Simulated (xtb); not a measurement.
C2H5O (SMILES [CH2]CO), doublet, from a rough starting geometry; GFN2-xTB run with xtb.

Input for xtb:
```
$ xtb mol.xyz --gfn 2 --uhf 1 --opt vtight --json

# file mol.xyz
8

C      0.93866517     0.19520209    -0.10348895
C     -0.28163801    -0.45881568     0.12183766
O     -1.49933317     0.15633894    -0.37011670
H      0.96503041     1.27735938    -0.36425647
H      1.87419909    -0.28565387     0.11565455
H     -0.24617341    -1.49010824    -0.34149580
H     -0.35911757    -0.64702861     1.18240997
H     -1.37700280     1.13375946    -0.25719176
```

Q: Write the output that xtb gives for this input, abridged.

A: 
```
   ID    Z sym.   atoms
    1    6 C      1, 2
    2    8 O      3
    3    1 H      4-8

           -------------------------------------------------
          |                Calculation Setup                |
           -------------------------------------------------

           -------------------------------------------------
          |                 G F N 2 - x T B                 |
           -------------------------------------------------

          ...................................................
          :                      SETUP                      :
          :.................................................:
          :  # basis functions                  17          :
          :  # atomic orbitals                  17          :
          :  # shells                           11          :
          :  # electrons                        19          :
          :  max. iterations                   250          :
          :  Hamiltonian                  GFN2-xTB          :
          :  restarted?                      false          :
          :  GBSA solvation                  false          :
          :  PC potential                    false          :
          :  electronic temp.          300.0000000     K    :
          :  accuracy                    1.0000000          :
          :  -> integral cutoff          0.2500000E+02      :
          :  -> integral neglect         0.1000000E-07      :
          :  -> SCF convergence          0.1000000E-05 Eh   :
          :  -> wf. convergence          0.1000000E-03 e    :
          :  Broyden damping             0.4000000          :
          :  net charge                          0          :
          :  unpaired electrons                  1          :
          ...................................................

 iter      E             dE          RMSdq      gap      omega  full diag
   1    -10.8787238 -0.108787E+02  0.415E+00    8.77       0.0  T
   2    -10.8969556 -0.182318E-01  0.224E+00    8.77       1.0  T
   3    -10.8973280 -0.372357E-03  0.836E-01    8.81       1.0  T
   4    -10.8975487 -0.220744E-03  0.135E-01    8.67       1.0  T
   5    -10.8975647 -0.159290E-04  0.673E-02    8.70       1.0  T
   6    -10.8975659 -0.125959E-05  0.113E-02    8.70       3.1  T
   7    -10.8975660 -0.733148E-07  0.341E-03    8.70      10.4  T
   8    -10.8975660 -0.221415E-07  0.134E-03    8.70      26.3  T
   9    -10.8975660 -0.101767E-08  0.238E-04    8.70     148.5  T
  10    -10.8975660 -0.318696E-10  0.528E-05    8.70     669.6  T

   *** convergence criteria satisfied after 10 iterations ***

         :::::::::::::::::::::::::::::::::::::::::::::::::::::
         ::                     SUMMARY                     ::
         :::::::::::::::::::::::::::::::::::::::::::::::::::::
         :: total energy             -10.785658194307 Eh    ::
         :: gradient norm              0.102249136764 Eh/a0 ::
         :: HOMO-LUMO gap              8.697230658050 eV    ::
         ::.................................................::
         :: SCC energy               -10.897565701379 Eh    ::
         :: -> isotropic ES            0.026798919719 Eh    ::
         :: -> anisotropic ES          0.002888681738 Eh    ::
         :: -> anisotropic XC          0.003697428686 Eh    ::
         :: -> dispersion             -0.002410228553 Eh    ::
         :: repulsion energy           0.111907507072 Eh    ::
         :: add. restraining           0.000000000000 Eh    ::
         :: total charge              -0.000000000000 e     ::
         :::::::::::::::::::::::::::::::::::::::::::::::::::::

      -----------------------------------------------------------
     |                   =====================                   |
     |                        A N C O P T                        |
     |                   =====================                   |
     |               Approximate Normal Coordinate               |
[...]
 * total energy  :   -10.7932172 Eh     change       -0.1413440E-04 Eh
 * total energy  :   -10.7932421 Eh     change       -0.2491988E-04 Eh
 * total energy  :   -10.7932543 Eh     change       -0.1222041E-04 Eh
 * total energy  :   -10.7932642 Eh     change       -0.9889205E-05 Eh
 * total energy  :   -10.7932727 Eh     change       -0.8485887E-05 Eh
 * total energy  :   -10.7932765 Eh     change       -0.3814991E-05 Eh
 * total energy  :   -10.7932794 Eh     change       -0.2844718E-05 Eh
 * total energy  :   -10.7932807 Eh     change       -0.1390389E-05 Eh
 * total energy  :   -10.7932818 Eh     change       -0.1047191E-05 Eh
 * total energy  :   -10.7932823 Eh     change       -0.4666930E-06 Eh
 * total energy  :   -10.7932824 Eh     change       -0.9403895E-07 Eh
 * total energy  :   -10.7932824 Eh     change       -0.4456103E-07 Eh
   *** GEOMETRY OPTIMIZATION CONVERGED AFTER 18 ITERATIONS ***
         :: total energy             -10.793282401176 Eh    ::
[...]

         #    Occupation            Energy/Eh            Energy/eV
      -------------------------------------------------------------
         1        2.0000           -0.6904974             -18.7894
         2        2.0000           -0.6267509             -17.0548
         3        2.0000           -0.5915958             -16.0981
         4        2.0000           -0.5488916             -14.9361
         5        2.0000           -0.5317444             -14.4695
         6        2.0000           -0.5150478             -14.0152
         7        2.0000           -0.4678673             -12.7313
         8        2.0000           -0.4593357             -12.4992
         9        2.0000           -0.4190547             -11.4031
        10        1.0000           -0.3164598              -8.6113 (HOMO)
        11                          0.0592440               1.6121 (LUMO)
        12                          0.1153410               3.1386
        13                          0.1434409               3.9032
        14                          0.1609473               4.3796
        15                          0.2022470               5.5034
        16                          0.2874417               7.8217
        17                          0.3461025               9.4179
      -------------------------------------------------------------
                  HL-Gap            0.3757038 Eh           10.2234 eV
             Fermi-level           -0.2481826 Eh           -6.7534 eV

     #   Z          covCN         q      C6AA      α(0)
     1   6 C        2.832    -0.138    31.537     9.203
     2   6 C        3.673     0.093    19.263     6.290
     3   8 O        1.656    -0.439    21.629     6.278
     4   1 H        0.926     0.046     2.367     2.406
     5   1 H        0.926     0.039     2.466     2.456
     6   1 H        0.923     0.068     2.108     2.271
     7   1 H        0.921     0.041     2.435     2.441
     8   1 H        0.805     0.291     0.749     1.359

 Mol. C6AA /au·bohr⁶  :        465.620660
 Mol. C8AA /au·bohr⁸  :       9743.289375
 Mol. α(0) /au        :         32.702873

Wiberg/Mayer (AO) data.
largest (>0.10) Wiberg bond orders for each atom

 ---------------------------------------------------------------------------
     #   Z sym  total        # sym  WBO       # sym  WBO       # sym  WBO
 ---------------------------------------------------------------------------
     1   6 C    3.211 --     2 C    1.109     5 H    0.984     4 H    0.982
     2   6 C    3.960 --     1 C    1.109     3 O    1.001     6 H    0.923
                             7 H    0.922
     3   8 O    1.966 --     2 C    1.001     8 H    0.899
     4   1 H    0.998 --     1 C    0.982
     5   1 H    0.999 --     1 C    0.984
     6   1 H    0.993 --     2 C    0.923
     7   1 H    0.996 --     2 C    0.922
     8   1 H    0.915 --     3 O    0.899
 ---------------------------------------------------------------------------

Topologies differ in total number of bonds
Writing topology from bond orders to xtbtopo.mol

molecular dipole:
                 x           y           z       tot (Debye)
 q only:        0.285       0.158       0.285
   full:        0.400       0.269       0.395       1.583
molecular quadrupole (traceless):
                xx          xy          yy          xz          yz          zz
 q only:       -2.117      -1.441       2.549      -1.052      -0.222      -0.432
  q+dip:       -3.400      -1.544       3.756      -1.813      -0.496      -0.356
   full:       -3.268      -1.856       3.696      -1.647      -0.297      -0.429

optimized geometry written to: xtbopt.xyz

           -------------------------------------------------
          | TOTAL ENERGY              -10.793282401176 Eh   |
          | GRADIENT NORM               0.000051922018 Eh/α |
          | HOMO-LUMO GAP              10.223421948316 eV   |
           -------------------------------------------------

normal termination of xtb
```
